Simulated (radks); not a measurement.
Results of a calculation; reference values are marked as such.
Task: These are the eigenvalues of the occupied orbitals of an atom or ion with whole-number occupations (hartree). Level of theory: Dirac Kohn-Sham, PBE, spin-unpolarised, spherical densities, finite nucleus; Fermi nuclear charge, rms radius of each element as measured or else 0.836 A^(1/3) + 0.57 fm (a radial shooting solver on a logarithmic mesh with Libxc functionals).

| orbital | eigenvalue |
|---|---|
| 1s1/2 | -820.7876 |
| 2s1/2 | -182.8916 |
| 2p1/2 | -177.2967 |
| 2p3/2 | -172.8973 |

Which element is it, and in what charge state? The configuration may be excited. Open shells, if any, fill j = l - 1/2 first.

Result: Z = 42, molybdenum, charge +35: Mo35+ in [He] 2s2 2p3. The list shows which subshells hold electrons but not how many an open one holds; the 1s level, -820.79 hartree, gives Z - s = 40.5 by -(Z - s)^2/2, which with screening and relativity narrows Z to a few neighbours, and the depths of the outer levels then fix element, charge and occupations together.
